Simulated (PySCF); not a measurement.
**Spinor energies of Ce³⁺ (cerium, charge +3)**

Start: [Xe] 6s1; 6s1/2 filled at m_j = +1/2. Calculated with PySCF 2.14 in x2c-TZVPall-2c with one added diffuse shell each of s, p, d, f type (12s12p11d5f1g, 147 functions): generalised Hartree-Fock with the X2C-1e Hamiltonian and a Gaussian nucleus; spin-orbit coupling (SO) screened by Boettger's factors. This is a chosen level, not necessarily the ground level.

| spinor shell | electrons | ε, screened SO (eV) | weight of nominal j (screened SO) | rms radius, screened SO (bohr) |
| --- | --- | --- | --- | --- |
| 1s1/2 | 2 | -40673.9 | 1.000 | 0.0280 |
| 2s1/2 | 2 | -6652.9 | 1.000 | 0.114 |
| 2p1/2 | 2 | -6269.3 | 1.000 | 0.0979 |
| 2p3/2 | 4 | -5819.1 | 1.000 | 0.104 |
| 3s1/2 | 2 | -1509.1 | 1.000 | 0.296 |
| 3p1/2 | 2 | -1345.4 | 1.000 | 0.288 |
| 3d3/2 | 4 | -971.20 | 1.000 | 0.272 |
| 3d5/2 | 6 | -951.94 | 1.000 | 0.276 |
| 4s1/2 | 2 | -354.28 | 1.000 | 0.674 |
| 4p1/2 | 2 | -290.76 | 1.000 | 0.697 |
| 4p3/2 | 4 | -270.91 | 1.000 | 0.723 |
| 4d3/2 | 4 | -164.12 | 1.000 | 0.787 |
| 4d5/2 | 6 | -160.54 | 1.000 | 0.797 |
| 5s1/2 | 2 | -81.491 | 1.000 | 1.56 |
| 5p1/2 | 2 | -60.435 | 0.999 | 1.72 |
| 5p3/2 | 4 | -57.056 | 1.000 | 1.78 |
| 6s1/2 | 1 | -24.945 | 1.000 | 3.80 |

Problem. Where does 3p3/2 lie, and what is the 3p spin-orbit splitting (screened SO)?

Solution. At -1254.6 eV, 90.814 eV above 3p1/2.

| quantity | screened SO |
| --- | --- |
| E (hartree) | -8856.79339 |
| M_J | 1/2 |
| ⟨J²⟩ | 0.750 |
| ⟨L²⟩ | 0.039 |
| ⟨S²⟩ | 0.790 |

Each row is a mean over spinors that exchange with the open shell spreads, by up to 0.396 eV (5s1/2).

Breit and QED terms are absent; they matter most for the inner s and p1/2 levels.

Densities and radii are taken from the X2C orbitals without a picture-change correction, which distorts them close to the nucleus.
